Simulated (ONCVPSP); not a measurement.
# Transferability test, ONCV potential for cadmium (Cd)

* Element: cadmium (Cd)
* Generator: ONCVPSP 4.0.1
* Type: optimised norm-conserving Vanderbilt (ONCV)
* Functional: LDA (Perdew-Wang 92)
* Relativity: non-relativistic
* Frozen core: [Ar] 3d10
* Valence charge: 20
* Reference configuration: 4s2 4p6 4d10 5s1.75 5p0.25
* Partial waves: 4s+5s: rc 1.25 bohr, ncon 3, nbas 6, qcut 7.4 1/bohr, 2 projectors; 4p+5p: rc 1.55 bohr, ncon 4, nbas 7, qcut 8 1/bohr, 2 projectors; 4d: rc 1.65 bohr, ncon 4, nbas 8, qcut 10.5 1/bohr, 2 projectors, debl 1.1 Ha
* Local potential: polynomial inside 1.10 bohr (lpopt 5, dvloc0 6 Ha)
* Core correction: Teter function fitted to the true core (icmod 2), fcfact 0.7

Energies are relative to the spin-unpolarised reference configuration 4s2 4p6 4d10 5s1.75 5p0.25; without spin polarisation the order of configurations can differ from experiment.

Problem. Give the all-electron excitation energy and the error of the potential for: 4s2 4p6 4d10 5s2 5p0; 4s2 4p6 4d10 5s1 5p0; 4s2 4p6 4d10 5s0 5p0; 4s2 4p6 4d10 5s1.5 5p0.

Solution.

| valence configuration | charge | ΔE all-electron (eV) | error AE − PS (meV) |
| --- | --- | --- | --- |
| 4s2 4p6 4d10 5s2 5p0 | 0 | -1.038 | 0.0 |
| 4s2 4p6 4d10 5s1 5p0 | +1 | 8.029 | -0.1 |
| 4s2 4p6 4d10 5s0 5p0 | +2 | 24.656 | -1.4 |
| 4s2 4p6 4d10 5s1.5 5p0 | +0.5 | 2.597 | 0.0 |
